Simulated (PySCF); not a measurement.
CH₃IMgS. Atoms are numbered in the order given.

```xyz
7

Mg    -0.0085    -0.5990    -0.5815
I      0.4602     0.9794     1.3756
S     -0.3904    -2.0440    -2.3282
C     -1.8999    -1.3740    -3.1238
H     -2.7676    -1.3909    -2.4497
H     -2.1222    -2.0279    -3.9782
H     -1.7518    -0.3549    -3.5073
```

Coordinates come from a PBE0-D3(BJ)/def2-SVP optimisation. The def2 effective core potentials stand for the cores of I; spin–orbit coupling is left out. One conformer was computed; it need not be the lowest.

Level of theory: r2SCAN/def2-TZVP in PySCF.

ESP charges are fitted to the potential on shells at 1.4 to 2.0 van der Waals radii. Atomic charges (e):

```tsv
atom	Mulliken	Löwdin	ESP fit
Mg1	0.70	-0.07	0.69
I2	-0.39	0.08	-0.35
S3	-0.41	0.18	-0.41
C4	-0.30	-0.52	-0.44
H5	0.13	0.11	0.15
H6	0.14	0.11	0.21
H7	0.12	0.11	0.15
```
